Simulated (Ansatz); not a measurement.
BrCl$_{3}$Zr, SMILES `[Cl][Zr]([Cl])([Cl])[Br]`, one more setting.

```yaml
crystal:
  periodic: [false, false, false]
  atoms:
    - {symbol: Cl, position_ang: [-0.802917, -0.139693, 2.165948]}
    - {symbol: Zr, position_ang: [0.006009, -0.043426, -0.000345]}
    - {symbol: Cl, position_ang: [2.026362, -1.166345, -0.117532]}
    - {symbol: Cl, position_ang: [-1.512847, -1.041170, -1.433552]}
    - {symbol: Br, position_ang: [0.333295, 2.317034, -0.656019]}
basis:
  gaussian: {orbitals: def2-SVP}
hamiltonian: {xc: {name: SVWN5}}
accuracy: high
output: {forces: true}
```

```sh
$ ansatz run in.yaml --threads 4 --pin off --events-out ev --progress --plain --max-ram 10444MiB
```

Shortened log:

```
Functional definition: SVWN5
2259 factors; integrals over basis functions are off by at most 4.6e-9 eV
mean field evaluation 1: about -108662.3861 eV, gradient 1.8e1 eV
mean field evaluation 2: about -108662.4610 eV, gradient 1.7e1 eV
mean field evaluation 4: about -108663.1298 eV, gradient 2.0e0 eV
mean field evaluation 8: about -108663.1350 eV, gradient 2.2e-2 eV
mean field evaluation 16: about -108663.1350 eV, gradient 1.1e-5 eV
mean field -108663.13496305 eV, -3993.2965553736 hartree, gradient 1.6e-8 eV, S^2 0.000000; 0 other end points of the search recorded, 0 dependent functions left out
reference -108663.13496860 eV, -3993.2965555778 hartree; 49, 49 occupied and 68, 68 virtual orbitals, 2259 factors
Total energy: -108663.13496860 eV, -3993.2965555778 hartree
Atom 0 at    -0.802917    -0.139693     2.165948 Å, force     0.048525     0.009303    -0.129614 eV/Å
Atom 1 at     0.006009    -0.043426    -0.000345 Å, force     0.013342     0.096193    -0.026733 eV/Å
Atom 2 at     2.026362    -1.166345    -0.117532 Å, force    -0.119555     0.070307     0.005932 eV/Å
Atom 3 at    -1.512847    -1.041170    -1.433552 Å, force     0.090772     0.062868     0.084141 eV/Å
Atom 4 at     0.333295     2.317034    -0.656019 Å, force    -0.033084    -0.238671     0.066274 eV/Å
Dipole moment:     0.001900     0.013678    -0.003808 e Å
```

Run time 3.7 s (4 threads of an Arm Neoverse V1 on a shared host); peak host memory 0.44 GiB.
